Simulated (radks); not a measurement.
Species: Ho25+. Configuration: [Kr] 4d6 (the NIST ground configuration).

Method: Dirac Kohn-Sham, PBE, spin-unpolarised, spherical densities, point nucleus; open shells are shared between the two j in proportion to 2j + 1; computed with a radial shooting solver on a logarithmic mesh with Libxc functionals.

Energy parts (hartree):
part                       energy
total                 -12347.1464
kinetic                13618.8087
electron-nucleus      -29212.7480
Hartree                 3487.3581
exchange-correlation    -240.5653

Orbitals (lengths in bohr, moments of r in powers of bohr; <r^-3> diverges for s and p1/2; r(90%) holds 90 % of the orbital's charge):
1s1/2: occ. 2; eigenvalue (hartree) -2066.910; r(90%) 0.0376; <1/r> 76.08
2s1/2: occ. 2; eigenvalue (hartree) -370.3459; r(90%) 0.136; <1/r> 18.26
2p1/2: occ. 2; eigenvalue (hartree) -353.8767; r(90%) 0.120; <1/r> 18.23
2p3/2: occ. 4; eigenvalue (hartree) -322.3911; r(90%) 0.130; <r^-3> 11580; <1/r> 15.88
3s1/2: occ. 2; eigenvalue (hartree) -105.4828; r(90%) 0.335; <1/r> 6.709
3p1/2: occ. 2; eigenvalue (hartree) -98.32992; r(90%) 0.327; <1/r> 6.623
3p3/2: occ. 4; eigenvalue (hartree) -91.68070; r(90%) 0.346; <r^-3> 2540; <1/r> 6.029
3d3/2: occ. 4; eigenvalue (hartree) -79.49604; r(90%) 0.317; <r^-3> 430.5; <1/r> 5.906
3d5/2: occ. 6; eigenvalue (hartree) -78.04135; r(90%) 0.323; <r^-3> 378.2; <1/r> 5.761
4s1/2: occ. 2; eigenvalue (hartree) -41.77308; r(90%) 0.690; <1/r> 3.019
4p1/2: occ. 2; eigenvalue (hartree) -38.83354; r(90%) 0.700; <1/r> 2.938
4p3/2: occ. 4; eigenvalue (hartree) -37.02102; r(90%) 0.730; <r^-3> 703.0; <1/r> 2.747
4d3/2: occ. 2.4; eigenvalue (hartree) -32.16056; r(90%) 0.746; <r^-3> 112.1; <1/r> 2.606
4d5/2: occ. 3.6; eigenvalue (hartree) -31.78716; r(90%) 0.754; <r^-3> 97.94; <1/r> 2.561

The highest occupied level is 4d5/2 at -864.97 eV. Summed over all electrons, <r^2> = 5.093 bohr^2, which gives a Langevin (diamagnetic) susceptibility term of -4.03 x 10^-6 cm^3/mol. For comparison, the ionisation energy in NIST's Atomic Spectra Database is 885 eV (theoretical). In exact Kohn-Sham theory the highest level is minus the ionisation energy, but local and semilocal functionals leave it too shallow, through self-interaction and a potential that decays too fast; potentials with the right tail come closer. The density falls to 0.001 e/bohr^3 at r = 1.35 bohr.

Beside tabulated values, note that spin-unpolarised runs miss the spin-polarisation part of the exchange energy of open shells.
